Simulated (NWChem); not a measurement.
All runs are NWChem calculations. System: C4H9N, charge 0, spin multiplicity 1, at a geometry optimised with PBE0/def2-SVP. The structure started from a generated list of species. Level: RHF/def2-SVP.

The NWChem input:

```
start mol
memory heap 200 mb stack 800 mb global 1000 mb
geometry units angstroms nocenter noautoz noautosym
  C      1.919094     0.610072     0.051289
  C      0.978191    -0.339075    -0.107956
  N     -0.384332    -0.171328    -0.185604
  C     -1.238464    -1.278057     0.152572
  C     -0.925789     1.145712    -0.009989
  H      2.971914     0.327793     0.024276
  H      1.683903     1.666566     0.191906
  H      1.288652    -1.384521    -0.219412
  H     -2.202918    -1.193117    -0.373428
  H     -1.451431    -1.353585     1.239084
  H     -0.768057    -2.221672    -0.160998
  H     -0.825726     1.521836     1.029458
  H     -0.410846     1.858377    -0.673379
  H     -1.993361     1.145713    -0.273777
end
basis spherical
  * library def2-svp
end
scf
  rhf
  nopen 0
  maxiter 100
  thresh 1e-7
  semidirect memsize 60000000 filesize 0
end
task scf energy
```

Part of the output:

```
             Northwest Computational Chemistry Package (NWChem) 7.3.0
             --------------------------------------------------------

                                NWChem Input Module
                                -------------------

 Scaling coordinates for geometry "geometry" by  1.889725989
 (inverse scale =  0.529177249)

                             Geometry "geometry" -> ""
                             -------------------------

 Output coordinates in angstroms (scale by  1.889725989 to convert to a.u.)

  No.       Tag          Charge          X              Y              Z
 ---- ---------------- ---------- -------------- -------------- --------------
    1 C                    6.0000     1.91909400     0.61007200     0.05128900
    2 C                    6.0000     0.97819100    -0.33907500    -0.10795600
    3 N                    7.0000    -0.38433200    -0.17132800    -0.18560400
    4 C                    6.0000    -1.23846400    -1.27805700     0.15257200
    5 C                    6.0000    -0.92578900     1.14571200    -0.00998900
    6 H                    1.0000     2.97191400     0.32779300     0.02427600
    7 H                    1.0000     1.68390300     1.66656600     0.19190600
    8 H                    1.0000     1.28865200    -1.38452100    -0.21941200
    9 H                    1.0000    -2.20291800    -1.19311700    -0.37342800
   10 H                    1.0000    -1.45143100    -1.35358500     1.23908400
   11 H                    1.0000    -0.76805700    -2.22167200    -0.16099800
   12 H                    1.0000    -0.82572600     1.52183600     1.02945800
   13 H                    1.0000    -0.41084600     1.85837700    -0.67337900
   14 H                    1.0000    -1.99336100     1.14571300    -0.27377700

 Effective nuclear repulsion energy (a.u.)     181.3255893508

            Nuclear Dipole moment (a.u.)
            ----------------------------
        X                 Y               Z
 ---------------- ---------------- ----------------
    -0.0000037795     0.0000113384    -0.0000037795


 Summary of "ao basis" -> "" (spherical)
[...]
   Bfn.  Coefficient  Atom+Function         Bfn.  Coefficient  Atom+Function
  ----- ------------  ---------------      ----- ------------  ---------------
    45      1.990056   4 C  s                59      1.636071   5 C  s
    92     -1.000532  10 H  s                87     -0.922722   9 H  s
   102     -0.797521  12 H  s               112     -0.766033  14 H  s
    97     -0.721466  11 H  s               107     -0.581211  13 H  s
    82     -0.430498   8 H  s                 3      0.340228   1 C  s

 Vector   22  Occ=0.000000D+00  E= 1.944675D-01
              MO Center=  9.7D-01, -5.7D-01, -1.0D-01, r^2= 4.6D+00
   Bfn.  Coefficient  Atom+Function         Bfn.  Coefficient  Atom+Function
  ----- ------------  ---------------      ----- ------------  ---------------
    82      0.843976   8 H  s                97      0.798600  11 H  s
    17     -0.615917   2 C  s                23     -0.587237   2 C  pz
     9      0.575127   1 C  pz               22      0.489059   2 C  py
    45     -0.485385   4 C  s                50      0.387904   4 C  py
    72      0.334509   6 H  s               112      0.327262  14 H  s

 Vector   23  Occ=0.000000D+00  E= 2.108710D-01
              MO Center= -7.2D-04,  6.4D-01,  9.2D-02, r^2= 8.3D+00
   Bfn.  Coefficient  Atom+Function         Bfn.  Coefficient  Atom+Function
  ----- ------------  ---------------      ----- ------------  ---------------
    59      2.171187   5 C  s                45     -1.259016   4 C  s
   107     -0.990031  13 H  s               102     -0.926161  12 H  s
    77     -0.883236   7 H  s                97      0.780888  11 H  s
   112     -0.773601  14 H  s                82      0.713831   8 H  s
     3      0.589755   1 C  s                92      0.567650  10 H  s

 center of mass
 --------------
 x =   0.04502262 y =  -0.00970552 z =  -0.02069028

 moments of inertia (a.u.)
 ------------------
         236.288062070974         -76.023232208378           7.136433498500
         -76.023232208378         416.477819455421           5.227848852992
           7.136433498500           5.227848852992         621.864284477713

  Mulliken analysis of the total density
  --------------------------------------

    Atom       Charge   Shell Charges
 -----------   ------   -------------------------------------------------------
    1 C    6     6.22   1.99  0.84  0.29  2.01  1.05  0.03
    2 C    6     5.82   1.99  0.89  0.17  1.96  0.75  0.07
    3 N    7     7.60   1.99  0.94  0.57  2.47  1.60  0.03
    4 C    6     5.84   1.99  0.86  0.17  2.00  0.78  0.05
    5 C    6     5.84   1.99  0.85  0.16  2.01  0.78  0.05
    6 H    1     0.95   0.75  0.18  0.03
    7 H    1     0.95   0.75  0.18  0.03
    8 H    1     0.96   0.76  0.17  0.02
    9 H    1     0.96   0.76  0.18  0.02
   10 H    1     0.98   0.76  0.19  0.02
   11 H    1     0.96   0.76  0.18  0.02
   12 H    1     0.98   0.76  0.20  0.02
   13 H    1     0.95   0.76  0.17  0.02
   14 H    1     0.97   0.76  0.18  0.02

       Multipole analysis of the density wrt the origin
       ------------------------------------------------

     L   x y z        total         open         nuclear
     -   - - -        -----         ----         -------
     0   0 0 0     -0.000000      0.000000     40.000000

     1   1 0 0     -0.551357      0.000000     -0.000004
     1   0 1 0     -0.235126      0.000000      0.000011
     1   0 0 1      0.089176      0.000000     -0.000004

     2   2 0 0    -24.194591      0.000000    246.117279
     2   1 1 0     -0.624145      0.000000     45.067337
     2   1 0 1     -0.142969      0.000000     -4.960968
     2   0 2 0    -22.350125      0.000000    145.986857
     2   0 1 1      0.105928      0.000000     -3.033574
     2   0 0 2    -26.609343      0.000000     13.718436

 Task  times  cpu:        6.2s     wall:        6.2s

 Total times  cpu:        6.2s     wall:        6.2s
```
